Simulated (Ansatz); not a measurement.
Members of the series N+XY, Y = silyl; each row names its spin state. All species are isolated molecules in the gas phase. One relaxed conformer stands for each flexible species; it need not be the lowest. Strings in code marks are SMILES.

Quantity: adiabatic spin-state energy, in eV. The DFT solution of `C#C[N+][SiH3]` is unstable or spin-contaminated; the geometry comes from it.

Level 1: CAM-B3LYP/cc-pVTZ // B3LYP-D3(BJ)/def2-TZVP (Ansatz, a first-principles code)
Level 2: HSE06/cc-pVTZ // B3LYP-D3(BJ)/def2-TZVP (Ansatz)
Level 3: PBE/cc-pVTZ // B3LYP-D3(BJ)/def2-TZVP (Ansatz)
Level 4: r2SCAN0/cc-pVTZ // B3LYP-D3(BJ)/def2-TZVP (Ansatz)

```
species                                               level 2  level 3  level 4
----------------------------------------------------  -------  -------  -------
`[SiH3][N+]S`: multiplicity 3 minus multiplicity 1       0.58     0.70    0.395
`C#C[N+][SiH3]`: multiplicity 3 minus multiplicity 1    -1.13    -0.96    -1.35
```

Problem. What does level 1 give for each?

Solution. 
- `[SiH3][N+]S`: multiplicity 3 minus multiplicity 1: 0.61
- `C#C[N+][SiH3]`: multiplicity 3 minus multiplicity 1: -1.05
